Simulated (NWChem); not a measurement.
Everything below was run with NWChem. System: CH$_{2}$I, charge 0, spin multiplicity 2, at a geometry optimised with UPBE0/def2-SVP with def2 effective core potentials on I. The structure started from a generated list of species. Its SCF solution wasn't tested for a lower state. Level: G0W0@UB3LYP/def2-TZVP with def2 effective core potentials on I, RI basis def2-tzvp-rifit, no spin-orbit coupling, VWN1-RPA local correlation.

Part of the output:

```
             Northwest Computational Chemistry Package (NWChem) 7.3.0
             --------------------------------------------------------

                                NWChem Input Module
                                -------------------

 Scaling coordinates for geometry "geometry" by  1.889725989
 (inverse scale =  0.529177249)

 Turning off AUTOSYM since
 SYMMETRY directive was detected!

                             Geometry "geometry" -> ""
                             -------------------------

 Output coordinates in angstroms (scale by  1.889725989 to convert to a.u.)

  No.       Tag          Charge          X              Y              Z
 ---- ---------------- ---------- -------------- -------------- --------------
    1 C                    6.0000    -1.76075900     0.07539500     0.00000000
    2 I                   53.0000     0.28516000    -0.00715400     0.00000000
    3 H                    1.0000    -2.27446400    -0.03660300    -0.95546400
    4 H                    1.0000    -2.27446400    -0.03660300     0.95546400

 Effective nuclear repulsion energy (a.u.)     108.8130726808

            Nuclear Dipole moment (a.u.)
            ----------------------------
        X                 Y               Z
 ---------------- ---------------- ----------------
    -0.0000037795     0.0000037795     0.0000000000

      Symmetry information
      --------------------

 Group name             Cs
 Group number              2
 Group order               2
 No. of unique centers     3

      Symmetry unique atoms

     1    2    3


 Summary of "ao basis" -> "" (spherical)
 ------------------------------------------------------------------------------
       Tag                 Description            Shells   Functions and Types
 ---------------- ------------------------------  ------  ---------------------
 *                         def2-tzvp                  on all atoms

 Summary of "ri basis" -> "" (spherical)
 ------------------------------------------------------------------------------
       Tag                 Description            Shells   Functions and Types
 ---------------- ------------------------------  ------  ---------------------
 *                      def2-tzvp-rifit               on all atoms

                                 NWChem DFT Module
                                 -----------------

 Summary of "ao basis" -> "ao basis" (spherical)
 ------------------------------------------------------------------------------
       Tag                 Description            Shells   Functions and Types
 ---------------- ------------------------------  ------  ---------------------
 C                         def2-tzvp                11       31   5s3p2d1f
 I                         def2-tzvp                16       50   6s5p3d2f
 H                         def2-tzvp                 4        6   3s1p

 Summary of "ao basis" -> "ao basis" (spherical)
 ------------------------------------------------------------------------------
       Tag                 Description            Shells   Functions and Types
 ---------------- ------------------------------  ------  ---------------------
 C                         def2-tzvp                11       31   5s3p2d1f
 I                         def2-tzvp                16       50   6s5p3d2f
 H                         def2-tzvp                 4        6   3s1p

      Symmetry analysis of basis
      --------------------------

        a'         60
        a"         33

            General Information
            -------------------
          SCF calculation type: DFT
          Wavefunction type:  spin polarized.
          No. of atoms     :     4
          No. of electrons :    33
           Alpha electrons :    17
            Beta electrons :    16
          Charge           :     0
          Spin multiplicity:     2
          Use of symmetry is: on ; symmetry adaption is: on
          Maximum number of iterations: 100
          This is a Direct SCF calculation.
          AO basis - number of functions:    93
                     number of shells:    35
          Convergence on energy requested:  1.00D-06
          Convergence on density requested:  1.00D-05
[...]
              MO Center= -1.7D+00, -7.0D-02, -5.3D-13, r^2= 6.1D+00
   Bfn.  Coefficient  Atom+Function         Bfn.  Coefficient  Atom+Function
  ----- ------------  ---------------      ----- ------------  ---------------
    84      1.826885  3 H  s                 90      1.826885  4 H  s
     5     -1.348641  1 C  s                 12      1.265252  1 C  px
    50      0.732432  2 I  px                37     -0.669402  2 I  s
     4     -0.326765  1 C  s                 36     -0.210623  2 I  s
     6      0.180572  1 C  px                13      0.148190  1 C  py

   alpha - beta orbital overlaps
   -----------------------------

   alpha      1      2      3      4      5      6      7      8      9     10
    beta      1      2      3      4      5      6      7      8      9     10
 overlap   1.000  1.000  1.000  1.000  1.000  0.999  1.000  1.000  1.000  0.999

   alpha     11     12     13     14     15     16     17     18     19     20
    beta     11     12     13     14     15     16     17     18     19     20
 overlap   0.992  0.992  1.000  0.999  0.944  1.000  0.938  0.998  0.999  1.000

   alpha     21     22     23     24     25     26     27     28     29     30
    beta     21     22     23     24     26     25     27     29     28     30
 overlap   0.999  0.997  0.996  1.000  0.993  0.997  0.997  0.792  0.839  0.959

   alpha     31     32     33     34     35     36     37     38     39     40
    beta     31     32     33     34     35     36     37     38     39     40
 overlap   0.999  1.000  0.998  0.998  0.998  0.998  0.999  0.995  1.000  0.992

   alpha     41     42     43     44     45     46     47     48     49     50
    beta     41     42     43     44     45     46     47     49     48     50
 overlap   1.000  0.999  0.999  0.994  0.987  1.000  0.983  0.992  1.000  0.996

   alpha     51     52     53     54     55     56     57     58     59     60
    beta     51     52     53     54     56     55     57     58     60     59
 overlap   0.981  1.000  0.990  0.982  0.957  1.000  0.955  0.999  0.998  0.999

   alpha     61     62     63     64     65     66     67     68     69     70
    beta     61     62     63     64     65     66     67     68     69     70
 overlap   0.999  0.999  0.995  0.999  0.995  1.000  0.997  0.998  0.997  0.988

   alpha     71     72     73     74     75     76     77     78     79     80
    beta     72     74     71     73     75     76     77     78     79     80
 overlap   0.861  0.737  0.798  0.863  0.881  0.986  0.982  0.990  0.997  0.999

   alpha     81     82     83     84     85     86     87     88     89     90
    beta     81     82     83     84     85     86     87     88     89     90
 overlap   0.921  0.913  1.000  0.989  1.000  0.999  0.999  1.000  1.000  1.000

   alpha     91     92     93
    beta     91     92     93
 overlap   1.000  1.000  1.000

     --------------------------
     Expectation value of S2:
     --------------------------
      <S2> =      0.7557 (Exact =     0.7500)

 center of mass
 --------------
 x =   0.14044988 y =  -0.00103104 z =   0.00000000

 moments of inertia (a.u.)
 ------------------
           6.847430655432           5.993634125130           0.000000000000
           5.993634125130         210.733387095263           0.000000000000
           0.000000000000           0.000000000000         204.438515628201

     Multipole analysis of the density
     ---------------------------------

     L   x y z        total         alpha         beta         nuclear
     -   - - -        -----         -----         ----         -------
     0   0 0 0     -0.000000    -17.000000    -16.000000     33.000000

     1   1 0 0     -0.264402      8.759834      6.064247    -15.088483
     1   0 1 0     -0.072196     -0.349680     -0.101055      0.378539
     1   0 0 1     -0.000000     -0.000000     -0.000000      0.000000

     2   2 0 0    -22.246707    -71.881336    -61.000201    110.634830
     2   1 1 0      0.256090      1.845188      0.842836     -2.431934
     2   1 0 1      0.000000      0.000000     -0.000000      0.000000
     2   0 2 0    -26.262297    -14.535644    -11.862587      0.135934
     2   0 1 1      0.000000      0.000000      0.000000      0.000000
     2   0 0 2    -24.836983    -15.996913    -15.360201      6.520131

 Task  times  cpu:        7.8s     wall:        7.8s

                                NWChem Input Module
                                -------------------

                                 NWChem GW Module
                                 ----------------

                             ***********************
                             ***        GW       ***
                             ***********************

 Summary of "ri basis" -> "ri basis" (spherical)
 ------------------------------------------------------------------------------
       Tag                 Description            Shells   Functions and Types
 ---------------- ------------------------------  ------  ---------------------
 C                      def2-tzvp-rifit             22       76   8s6p4d3f1g
 I                      def2-tzvp-rifit             38      184   9s8p8d6f4g3h
 H                      def2-tzvp-rifit              7       15   4s2p1d

                 Memory Information
                 ------------------
          Available GA per process is          1699.9 MBs
          Available stack per process is        700.0 MBs
          Available heap per process is           0.0 MBs

          Peak memory in Initialization
              Peak GA per process is                  8.3 MBs
              Peak stack per process is               0.1 MBs
              Peak heap per process is                8.6 MBs
              Memory not in MA per process            0.0 MBs

          Peak memory in AFF Calculation
              Peak GA per process is                 61.7 MBs
              Peak stack per process is              48.6 MBs
              Peak heap per process is                0.0 MBs
              Memory not in MA per process           48.6 MBs

          Computing 2-center integrals
          Computing Inverse Cholesky factor
          Computing 3-center integrals
          Computing V_xc ...

          Computing Sigma_x
          Computing RPA polarizability
          Solving quasiparticle equations

                  Alpha Orbitals
          State     Energy (eV)     Error (eV)
          -----------------------------------
@GW        14        -12.805           0.005
@GW        15        -10.600           0.004
@GW        16         -9.711           0.005
@GW        17         -8.108           0.005
@GW        18          1.369           0.005
@GW        19          3.963           0.004

                   Beta Orbitals
          State     Energy (eV)     Error (eV)
          -----------------------------------
@GW        13        -14.814           0.002
@GW        14        -12.564           0.005
@GW        15        -10.094           0.005
@GW        16         -9.663           0.005
@GW        17         -0.339           0.005
@GW        18          1.649           0.005

   Applying  -2.1198 eV scissor-shift to rest of particle states

   Applying   2.3521 eV scissor-shift to rest of hole states

   Applying  -2.2908 eV scissor-shift to rest of particle states

   Applying   2.1395 eV scissor-shift to rest of hole states

     GW Timing Statistics
   ------------------------
   Init.   :          0.1s
     ERIs  :          0.5s
     Distr.:          0.0s
     Vxc   :          0.9s
   Sigma_x :          0.0s
   RPA     :          2.5s
   Wmn     :          0.0s
   Sigma_c :          0.0s
   GW total:          4.0s

 Task  times  cpu:        4.0s     wall:        4.0s

 Total times  cpu:       11.8s     wall:       11.8s
```

**Question.** Write an NWChem input that would produce this output.

**Answer.** One answer among several that fit: 
```
start mol
memory heap 200 mb stack 700 mb global 1700 mb
geometry units angstroms nocenter noautoz
  C     -1.760759     0.075395     0.000000
  I      0.285160    -0.007154     0.000000
  H     -2.274464    -0.036603    -0.955464
  H     -2.274464    -0.036603     0.955464
  symmetry group Cs
end
basis spherical
  * library def2-tzvp
end
ecp
  I library def2-ecp
end
basis "ri basis" bse spherical
  * library def2-tzvp-rifit
end
dft
  xc b3lyp
  odft
  mult 2
  iterations 100
  direct
  tolerances tight
end
task dft energy
gw
  states alpha occ 4 vir 2
  states beta occ 4 vir 2
end
task dft gw
```
